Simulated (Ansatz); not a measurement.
Stepwise reaction of `C[O][W]([F])([F])([Cl])([Cl])[O]C` with hydrogen fluoride, as a gas-phase model of exchange steps in deposition or etching. ΔE in kJ/mol.

Isolated molecules relaxed with PBE0-D4/def2-TZVP in Ansatz; ΔE leaves out vibrations. CCSD(T)/CBS adds triple-zeta CCSD(T) − MP2 to the extrapolated MP2 energy (def2 sets, frozen cores). This one scheme is used for every species. DFT in def2-TZVPP. B3LYP here is the variant with VWN-RPA as its local correlation; programs differ in this. def2 core potentials past Kr. For W outer-core shells are correlated without core-valence functions, which leaves a few kJ/mol of doubt a bond. Each species was taken in one conformer, which may not be the lowest.

```tsv
step	reaction	PBE-D4	B3LYP-D4	ωB97M-V	CCSD(T)/CBS
2	`C[O][W]([F])([F])([F])([Cl])[O]C` + H–F → `C[O][W]([F])([F])([F])([F])[O]C` + HCl	-21.4	-26.1	-29.6	-15.3
```

(1) Give the row of step 1, `C[O][W]([F])([F])([Cl])([Cl])[O]C` + H–F → `C[O][W]([F])([F])([F])([Cl])[O]C` + HCl. (Best estimate.)

(2) By hand: ΔE of the 2 steps together at CCSD(T)/CBS.

Results:

(1) Computed: 
```json
{"step": "1", "reaction": "`C[O][W]([F])([F])([Cl])([Cl])[O]C` + H–F → `C[O][W]([F])([F])([F])([Cl])[O]C` + HCl", "PBE-D4": "-23.6", "B3LYP-D4": "-28.9", "ωB97M-V": "-33.0", "CCSD(T)/CBS": "-18.0"}
```

(2) (-18.0) + (-15.3) = -33.3 kJ/mol, or -16.6 kJ/mol a step.

In ΔE the steps differ by no more than 2.7 kJ/mol. All are downhill at CCSD(T)/CBS. PBE-D4 differs from CCSD(T)/CBS by -6.1 to -5.6 kJ/mol a step. Only this route is followed, and other bonds may react first. Isolated molecules leave out the surface, adducts and barriers. Largest T1 diagnostic: 0.021.
